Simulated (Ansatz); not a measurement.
Basis-set series for C$_{8}$H$_{14}$O$_{2}$ (`CC(=O)OC1CCCCC1`). Charge 0, multiplicity 1. The structure was optimised at the PBE0-D4/def2-TZVP level. It is one conformer, not always the lowest.

```xyz
24

C    -1.4457    3.3330    1.3162
C    -0.7971    2.4101    0.3294
O    -0.3055    2.7491   -0.7141
O    -0.8409    1.1433    0.7606
C    -0.2562    0.1474   -0.0954
C    -0.8833   -1.1831    0.2495
C    -0.4270   -2.2508   -0.7519
C     1.0023   -2.0040   -1.2538
C     1.8289   -1.2880   -0.1964
C     1.2608    0.1073    0.0845
H    -2.4875    3.0434    1.4656
H    -1.3914    4.3549    0.9495
H    -0.9451    3.2542    2.2830
H    -0.5023    0.4203   -1.1253
H    -0.5871   -1.4562    1.2677
H    -1.9718   -1.0933    0.2525
H    -0.4903   -3.2328   -0.2754
H    -1.1139   -2.2779   -1.6025
H     0.9801   -1.3896   -2.1606
H     1.4693   -2.9500   -1.5386
H     1.8267   -1.8863    0.7212
H     2.8736   -1.2083   -0.5061
H     1.7159    0.8518   -0.5718
H     1.4875    0.4054    1.1125
```

```tsv
functional	basis	functions	energy (Eh)	HOMO (eV)	LUMO (eV)
PBE0-D4	def2-SVP	210	-462.90225	-7.68	0.65
PBE0-D4	def2-QZVPP	990	-463.43608	-7.80	0.43
ωB97M-V	def2-SVP	210	-463.20339	-10.10	2.97
ωB97M-V	def2-QZVPP	990	-463.75942	-10.23	1.81
```

(1) Give the rows for def2-TZVPP. (Estimate.)

Results:

(1) Computed: 
```tsv
functional	basis	functions	energy (Eh)	HOMO (eV)	LUMO (eV)
PBE0-D4	def2-TZVPP	506	-463.41111	-7.78	0.50
ωB97M-V	def2-TZVPP	506	-463.73542	-10.21	2.42
```

Positive LUMOs are unbound and depend on the basis.
